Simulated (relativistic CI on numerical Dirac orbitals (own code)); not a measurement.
## d7 in a ligand field

Computed with a parametric ligand-field model of a d^n configuration (Racah B and C, spin-orbit zeta, crystal field), exact diagonalisation.

Field parameters in Wybourne normalisation: Oh B⁴₀ = 21Dq, B⁴₄ = √(5/14) B⁴₀. The field is a parameter set, without covalency.

Task: Lowest levels for B = 1030, C = 3720, ζ = 460 cm⁻¹, Oh, 10Dq = 28450 cm⁻¹?

Result: Γ8 0 (S 0.51), Γ6 9338 (S 1.50), Γ8 9630 (S 1.50), Γ7 10128 (S 1.50), Γ8 10149 (S 1.50), Γ8 25780 (S 0.50), Γ6 26120 (S 0.50), Γ8 26595 (S 0.51), Γ7 26772 (S 0.50) cm⁻¹, with S from ⟨S²⟩ = S(S + 1). The ground level has 1.04 electrons in the cubic e pair.

Task: Lowest levels for B = 670, C = 2770, ζ = 3550 cm⁻¹, Oh, 10Dq = 19300 cm⁻¹?

Result: Γ8 0 (S 0.77), Γ6 4476 (S 1.47), Γ8 6426 (S 1.42), Γ7 11124 (S 1.49), Γ8 12107 (S 1.36), Γ8 16408 (S 0.72), Γ7 20302 (S 0.69), Γ8 20493 (S 0.64), Γ6 21265 (S 0.69) cm⁻¹, with S from ⟨S²⟩ = S(S + 1). The ground level has 1.28 electrons in the cubic e pair; its S is far from a half-integer, so spin-orbit coupling mixes spin states.

Task: Lowest levels for B = 590, C = 2530, ζ = 600 cm⁻¹, Oh, 10Dq = 8800 cm⁻¹?

Result: Γ6 0 (S 1.50), Γ8 360 (S 1.49), Γ8 883 (S 1.46), Γ7 1123 (S 1.50), Γ8 4056 (S 0.59), Γ8 8412 (S 1.45), Γ6 8414 (S 1.49), Γ8 8485 (S 1.49), Γ7 8775 (S 1.48) cm⁻¹, with S from ⟨S²⟩ = S(S + 1). The ground level has 2.06 electrons in the cubic e pair.

Task: Lowest levels for B = 580, C = 2050, ζ = 750 cm⁻¹, Oh, 10Dq = 11550 cm⁻¹?

Result: Γ8 0 (S 0.76), Γ6 898 (S 1.50), Γ8 1420 (S 1.48), Γ7 2269 (S 1.50), Γ8 2611 (S 1.37), Γ8 10121 (S 0.70), Γ8 10869 (S 0.67), Γ6 10943 (S 0.70), Γ7 11068 (S 0.72) cm⁻¹, with S from ⟨S²⟩ = S(S + 1). The ground level has 1.25 electrons in the cubic e pair; its S is far from a half-integer, so spin-orbit coupling mixes spin states.

Task: Lowest levels for B = 580, C = 2900, ζ = 1800 cm⁻¹, Oh, 10Dq = 24950 cm⁻¹?

Result: Γ8 0 (S 0.55), Γ6 10056 (S 1.49), Γ8 11081 (S 1.48), Γ7 13119 (S 1.50), Γ8 13311 (S 1.47), Γ8 22235 (S 0.54), Γ8 23843 (S 0.53), Γ6 24056 (S 0.52), Γ7 24340 (S 0.53) cm⁻¹, with S from ⟨S²⟩ = S(S + 1). The ground level has 1.07 electrons in the cubic e pair.
